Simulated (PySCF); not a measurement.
Species: C4H6Si.
SMILES with atom numbers: `[CH:1]1=[CH:2][SiH2:3][CH:4]=[CH:5]1` (hydrogens: H6 on C1; H7 on C2; H8, H9 on Si3; H10 on C4; H11 on C5)

Method: PBE/cc-pVDZ geometry optimisation, gas phase in PySCF; density fitting, grid level 1; the optimiser is geomeTRIC in internal coordinates, started from a GFN2-xTB structure.

Step 0: E = -12112.2872 eV
```
atom  x, y, z in Å  |  force x, y, z in eV/Å
C1     -1.0265    0.7862   -0.3678   -0.391  -0.115  -0.031
C2      0.2140    1.2774   -0.2665    1.110   0.477   0.072
Si3     1.3913   -0.0983    0.2641   -1.353   0.098  -0.258
C4     -0.0738   -1.2869    0.2884    0.991  -0.631   0.317
C5     -1.1853   -0.6291   -0.0613   -0.363   0.173  -0.102
H6     -1.8912    1.3691   -0.6556   -0.556   0.480  -0.213
H7      0.4423    2.3103   -0.4706    0.144   0.800  -0.162
H8      1.9853    0.1212    1.5838    0.451   0.103   0.711
H9      2.3944   -0.4306   -0.7488    0.660  -0.183  -0.497
H10    -0.0791   -2.3357    0.5345   -0.036  -0.806   0.185
H11    -2.1660   -1.0811   -0.1262   -0.657  -0.396  -0.021
```

Task: Estimate the geometry and energy of step 1. (The exact step hangs on the optimiser's Hessian estimate; all steps are aligned on step 0, rigid shifts and turns removed.)

Result: E = -12112.4488 eV, largest force 0.125 eV/Å
```
atom  x, y, z in Å  |  force x, y, z in eV/Å
C1     -1.0265    0.7987   -0.3699   -0.085   0.083  -0.034
C2      0.2263    1.3223   -0.2759    0.060   0.011   0.009
Si3     1.3592   -0.0958    0.2577   -0.007  -0.002  -0.001
C4     -0.0715   -1.3329    0.2990    0.064  -0.014   0.011
C5     -1.1880   -0.6412   -0.0586   -0.103  -0.071   0.000
H6     -1.9095    1.3936   -0.6642    0.015  -0.024   0.009
H7      0.4440    2.3787   -0.4866    0.013  -0.018   0.006
H8      2.0200    0.1210    1.6000    0.005  -0.001  -0.003
H9      2.4333   -0.4361   -0.7501    0.002   0.000   0.004
H10    -0.0924   -2.4031    0.5475    0.017   0.015   0.000
H11    -2.1894   -1.1026   -0.1249    0.019   0.021  -0.001
```

The energy changes by -0.1616 eV. The first-order estimate −F·Δx gives -0.3286 eV and the mean of the old and new forces, exact on a quadratic surface, -0.1645 eV. The step makes an angle of 41° with the force vector and moves no atom by more than 0.070 Å.

The cost below is that of the whole optimisation. Time: 19 s; peak memory 0.46 GiB. Hardware: Arm Neoverse V1, one thread (shared host).
